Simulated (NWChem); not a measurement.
Species: CHClO3Si; SMILES O=C1O[SiH](Cl)O1

```xyz
7

O     -0.6033    -2.6727     0.0000
C     -0.1678    -1.5711     0.0000
O      0.1571    -0.7664     1.0910
Si     0.6540     0.4345     0.0000
Cl    -0.4657     2.1304     0.0000
O      0.1571    -0.7664    -1.0910
H      2.0820     0.7711     0.0000
```
Atoms are numbered in this order, from 1.

Program: NWChem. Pople sets run with spherical d functions. Structure relaxed at the B3LYP/6-31G* (spherical d) level. Level BLYP/6-31G*: energy and gradient; each run changes one setting, and changes count from the defaults (medium grid, exact Coulomb integrals, symmetry on).

Which setting moves the energy most, and by about how much (Coulomb fitting, Weigend set; defaults; tight SCF thresholds and tolerances; symmetry off; Becke weights)?

Coulomb fitting, Weigend set, by about 300 μHa.
| setting | size of the energy change (μHa) | largest change of a gradient component (μHa/bohr) |
|---|---|---|
| defaults | < 10 | < 30 |
| symmetry off | < 10 | other frame |
| Coulomb fitting, Weigend set | 300 | 70 |
| Becke weights | < 10 | 30 |
| tight SCF thresholds and tolerances | < 10 | < 30 |
